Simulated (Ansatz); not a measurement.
Results of the Gaussian-basis code of Ansatz.

A structure relaxed at PBE0-D4/def2-TZVP, charge 0, multiplicity 1:

```tsv
atom	x (Å)	y (Å)	z (Å)
C1	-0.730	1.137	-0.463
O2	-0.678	0.755	0.883
C3	-0.233	-0.599	0.986
Si4	1.062	-0.638	-0.396
O5	0.426	0.701	-1.142
H6	-0.779	2.227	-0.487
H7	-1.616	0.703	-0.953
H8	-1.062	-1.299	0.809
H9	0.134	-0.749	2.001
H10	2.463	-0.398	0.030
H11	1.011	-1.839	-1.268
```

Q: Give its formula and SMILES.

A: C2H6O2Si, `C1OC[SiH2]O1`.

Q: Summarise the bond lengths by kind.

A: 3 × C–O 1.400 to 1.428 Å; 4 × C–H 1.090 to 1.102 Å; 1 × C–Si 1.894 Å; 1 × O–Si 1.660 Å; 2 × H–Si 1.484 to 1.486 Å.
